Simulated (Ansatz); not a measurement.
`[SiH3]C1=C[SiH2]O1` + H₂ → `C1=C[SiH2]O1` + SiH₄ at 700 K and 1 bar (hydrogenolysis of a C–Si bond).

Isolated molecules relaxed with PBE0-D4/def2-TZVP in Ansatz; ΔE leaves out vibrations. CCSD(T)/CBS adds triple-zeta CCSD(T) − MP2 to the extrapolated MP2 energy (def2 sets, frozen cores). This one scheme is used for every species.

```json
{"species": "`[SiH3]C1=C[SiH2]O1`", "CCSD(T)/CBS energy (Eh)": "-733.01935", "H − E (kJ/mol)": "259.5", "S (J/(mol·K))": "463.4"}
{"species": "H₂", "CCSD(T)/CBS energy (Eh)": "-1.17544", "H − E (kJ/mol)": "46.8", "S (J/(mol·K))": "155.3"}
{"species": "`C1=C[SiH2]O1`", "CCSD(T)/CBS energy (Eh)": "-442.73880", "H − E (kJ/mol)": "193.8", "S (J/(mol·K))": "364.3"}
{"species": "SiH₄", "CCSD(T)/CBS energy (Eh)": "-291.46306", "H − E (kJ/mol)": "115.5", "S (J/(mol·K))": "252.9"}
```

H − E and S are ideal-gas, rigid-rotor, harmonic terms from PBE0-D4/def2-TZVP. The MP2-based limit puts H₂ 0.8 mEh under its directly extrapolated value; such offsets cancel only in part. 1 Eh = 2625.50 kJ/mol, R = 8.31446 J/(mol·K).

Problem. By hand: ΔE, ΔH, ΔS and ΔG.

Solution. ΔE = (-442.73880) + (-291.46306) − (-733.01935) − (-1.17544) = -0.00707 Eh = -18.6 kJ/mol. Δ(H − E) = 193.8 + 115.5 − 259.5 − 46.8 = 3.0, so ΔH = -15.6 kJ/mol. ΔS = 364.3 + 252.9 − 463.4 − 155.3 = -1.5 J/(mol·K). ΔG = -15.6 − 700 × (-1.5)/1000 = -14.5 kJ/mol.

Problem. By hand: the equilibrium constant, and the temperature at which ΔG would vanish if ΔH and ΔS stayed fixed.

Solution. log₁₀ K = −ΔG/(RT ln 10) = 1.1. ΔG = 0 at ΔH/ΔS = 10400 K, far beyond where these terms or the molecules hold.

The number of gas molecules stays the same, so ΔS is small and ΔH decides. A doubt of 5 kJ/mol in ΔE shifts log₁₀ K by 0.4 here. These are equilibria of isolated gas molecules and say nothing of rates. Largest T1 diagnostic: 0.014 (customary marks: 0.02 for closed shells, 0.045 for open ones).
